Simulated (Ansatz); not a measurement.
The cluster Mo7⁺, relaxed as a doublet with UKS PBE-D4/def2-SVP in Ansatz, starting from the GFN2-xTB geometry. Force threshold 0.02 eV/Å.

In the def2 sets Mo takes a core potential; there is no spin–orbit coupling. The relaxation made no stability test and no search for a lower SCF solution. No other spin state of charge 1 was run. Another isomer (doublet) lies 0.28 eV lower at PBE0-D4/def2-TZVP; other spin states weren't run for this one.

Start:

Cartesian coordinates in Å:
```
Mo 0.369 -0.629 1.607
Mo -0.976 0.569 -0.611
Mo -1.371 1.180 1.897
Mo 0.789 1.819 0.807
Mo -0.451 -1.934 -0.456
Mo 0.100 -0.801 -2.616
Mo 1.541 -0.203 -0.628
```

(1) Estimate the energy that the relaxation releases and the steps that it takes.

(2) Does the start keep its bonding?

(3) Predict the relaxed structure.

Results:

(1) 2.46 eV, in 17 steps; 4.1 min on 4 threads of Arm Neoverse V2 on a shared host. No frequencies were taken in this run, so the end may be a saddle point.

(2) Bonds formed: Mo3–Mo5, Mo3–Mo7, Mo4–Mo5 (atoms count from 1). Metal–metal contacts that move far: Mo1–Mo2 2.86 to 3.59 Å.

(3) 
Cartesian coordinates in Å:
```
Mo 0.681 -0.814 1.657
Mo -1.049 0.744 -1.081
Mo -1.072 0.633 1.811
Mo 0.497 1.795 0.638
Mo -0.898 -1.399 -0.246
Mo 0.232 -0.889 -2.313
Mo 1.610 -0.069 -0.465
```
Bond lengths (bridged metal pairs left out): 18 × Mo–Mo 2.28 to 3.60 Å.
